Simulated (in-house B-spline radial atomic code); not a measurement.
Successive ionisation energies of tungsten; each step leads to the configuration of the next row (after the last: [Ar] 3d5). NIST's values go from ground level to ground level; the uncertainty of those that are theory runs from under 0.1 % in few-electron ions to several per cent in heavy many-electron ones. Computed with an all-electron radial atomic-structure program (B-spline basis): non-relativistic Hartree-Fock, average of the configuration, point nuclei.

This level leaves out relativity, spin-orbit splitting included, which matters for heavy ions.

```
 ion      configuration  ionisation energy (eV)  tabulated value (eV)  tabulated kind  computed minus tabulated (eV)  highest orbital  largest mean radius (bohr)
W43+  [Ar] 3d10 4s2 4p1                  2082.1                  2210  semi-empirical                           -128               4p                     0.42207
W44+      [Ar] 3d10 4s2                  2212.2                2354.5  semi-empirical                           -142               4s                     0.42022
W45+      [Ar] 3d10 4s1                  2270.1                2414.1  semi-empirical                           -144               4s                     0.41799
W46+          [Ar] 3d10                       ?                     ?        measured                              ?                ?                           ?
W47+           [Ar] 3d9                  4201.7                  4180  semi-empirical                             22               3d                     0.21288
W48+           [Ar] 3d8                  4330.7                  4309  semi-empirical                             22               3d                     0.21181
W49+           [Ar] 3d7                       ?                     ?  semi-empirical                              ?                ?                           ?
W50+           [Ar] 3d6                  4593.3                  4578  semi-empirical                             15               3d                     0.20969
```

**Question.** Fill in the row of W46+.

**Answer.** ionisation energy (eV): 4074.2; tabulated value (eV): 4057; computed minus tabulated (eV): 17; highest orbital: 3d; largest mean radius (bohr): 0.21396.

**Question.** Fill in the row of W49+.

**Answer.** ionisation energy (eV): 4461.3; tabulated value (eV): 4446; computed minus tabulated (eV): 15; highest orbital: 3d; largest mean radius (bohr): 0.21075.

**Question.** Where is the largest jump?

**Answer.** From W45+ to W46+, by a factor of 1.79 (2270.1 to 4074.2 eV); the highest orbital goes from 4s to 3d.

**Question.** How far is this level of theory from the measured and semi-empirical values?

**Answer.** Over those 8 rows the differences run from -144 to +21.7 eV (mean absolute value 63 eV). The calculation leaves out relativity, correlation and, in open shells, the multiplet splittings that an average leaves out.
